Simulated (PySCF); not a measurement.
Species: C7H6O.
SMILES: `C#CCC#CC(C)=O`

Method used: PySCF 2.14.0, PBE0-D3(BJ)/def2-SVP geometry optimisation, gas phase.

Masses are those of the commonest isotopes; rigid-rotor values at the optimised geometry. 

Q: Give the principal moments of inertia and the rotational constants in GHz.

A: Ia = 92.74, Ib = 613.17, Ic = 699.59 u·Å²; 505379 MHz·u·Å²/I gives 5449, 824.2 and 722.4 MHz, that is A = 5.4495, B = 0.8242, C = 0.7224 GHz.

Q: What kind of rotor is it?

A: A near-prolate asymmetric top. Ray's parameter κ = (2B − A − C)/(A − C) = -0.957; −1 is the prolate and +1 the oblate limit.

Q: Is it planar, by Δ = Ic − Ia − Ib?

A: Not planar: Δ = Ic − Ia − Ib = -6.32 u·Å². For a rigid frame Δ = −2 Σ m c², so Σ m c² = 3.16 u·Å² lies off the ab plane: 3.14 from hydrogen and 0.02 from heavier atoms. The atom farthest from that plane is 0.90 Å away.

Q: Give the other two planar moments, Paa and Pbb, and the rms extents of the mass along the axes.

A: Paa = Σ m a² = (Ib + Ic − Ia)/2 = 610.01 and Pbb = Σ m b² = (Ia + Ic − Ib)/2 = 89.58 u·Å². With the mass M = 106.04 u, the rms extents √(P/M) along a, b and c are 2.40, 0.92, 0.17 Å.

Q: Give the coordinates in the principal-axis frame, origin at the centre of mass.

A: The sense of each axis is arbitrary; atoms in the order of the calculation.
```
atom  mass (u)   a (Å)   b (Å)   c (Å)
  C1    12.000   3.629  -1.000  -0.017
  C2    12.000   2.847  -0.078  -0.003
  C3    12.000   1.908   1.042   0.014
  C4    12.000   0.504   0.645   0.009
  C5    12.000  -0.670   0.339   0.006
  C6    12.000  -2.072  -0.061  -0.002
  C7    12.000  -2.319  -1.545   0.014
  O8    15.995  -2.961   0.759  -0.021
  H9     1.008   4.325  -1.819  -0.031
 H10     1.008   2.097   1.670   0.904
 H11     1.008   2.097   1.697  -0.855
 H12     1.008  -1.860  -2.011  -0.872
 H13     1.008  -1.844  -1.999   0.898
 H14     1.008  -3.400  -1.735   0.024
```

Q: List the rotational levels J(Ka,Kc) to J = 5 (MHz).

A: Above 0(0,0):
J = 1: 1(0,1) 1547, 1(1,1) 6172, 1(1,0) 6274
J = 2: 2(0,2) 4638, 2(1,2) 9163, 2(1,1) 9469, 2(2,1) 23345, 2(2,0) 23346
J = 3: 3(0,3) 9271, 3(1,3) 13649, 3(1,2) 14260, 3(2,2) 27984, 3(2,1) 27993, 3(3,1) 51366, 3(3,0) 51366
J = 4: 4(0,4) 15441, 4(1,4) 19629, 4(1,3) 20647, 4(2,3) 34169, 4(2,2) 34194, 4(3,2) 57556, 4(3,1) 57556, 4(4,1) 90286, 4(4,0) 90286
J = 5: 5(0,5) 23141, 5(1,5) 27100, 5(1,4) 28627, 5(2,4) 41899, 5(2,3) 41957, 5(3,3) 65294, 5(3,2) 65295, 5(4,2) 98023, 5(4,1) 98023, 5(5,1) 140105, 5(5,0) 140105
Those of J = 1 are B + C, A + C and A + B.

Q: Predict some low-J microwave lines.

A: The dipole components are |μa| = 2.70 D, |μb| = 1.44 D, |μc| = 0.05 D. Intensities carry the squares of the components, which stand as 1.00 : 0.28 : 0.00 (a : b : c). Some lines, for components of 0.1 D or more:

```tsv
type	branch	J(Ka,Kc)	MHz	lower level (cm⁻¹)
a	Q	2(1,1) ← 2(1,2)	305	0.306
a	Q	3(1,2) ← 3(1,3)	611	0.455
a	R	1(0,1) ← 0(0,0)	1547	0.000
a	R	2(1,2) ← 1(1,1)	2991	0.206
a	R	2(0,2) ← 1(0,1)	3092	0.052
a	R	2(1,1) ← 1(1,0)	3195	0.209
a	R	3(1,3) ← 2(1,2)	4486	0.306
a	R	3(0,3) ← 2(0,2)	4633	0.155
a	R	3(2,2) ← 2(2,1)	4640	0.779
a	R	3(2,1) ← 2(2,0)	4646	0.779
b	Q	1(1,0) ← 1(0,1)	4727	0.052
a	R	3(1,2) ← 2(1,1)	4791	0.316
b	Q	2(1,1) ← 2(0,2)	4831	0.155
b	Q	3(1,2) ← 3(0,3)	4989	0.309
b	R	1(1,1) ← 0(0,0)	6172	0.000
b	R	2(1,2) ← 1(0,1)	7617	0.052
b	R	3(1,3) ← 2(0,2)	9011	0.155
b	Q	3(2,1) ← 3(1,2)	13732	0.476
b	Q	2(2,0) ← 2(1,1)	13877	0.316
b	Q	2(2,1) ← 2(1,2)	14181	0.306
b	R	2(2,1) ← 1(1,0)	17071	0.209
b	R	2(2,0) ← 1(1,1)	17174	0.206
b	R	3(2,2) ← 2(1,1)	18516	0.316
b	R	3(2,1) ← 2(1,2)	18829	0.306
b	Q	3(3,0) ← 3(2,1)	23374	0.934
b	Q	3(3,1) ← 3(2,2)	23382	0.933
b	R	3(3,1) ← 2(2,0)	28020	0.779
b	R	3(3,0) ← 2(2,1)	28022	0.779
```

Not checked by PBE0-D3(BJ)/def2-SVP frequencies. These are rigid-rotor constants of the computed structure; measured ground-state constants (B0) also hold zero-point vibration. A rigid rotor knows nothing of internal rotation, which can split or shift real lines.
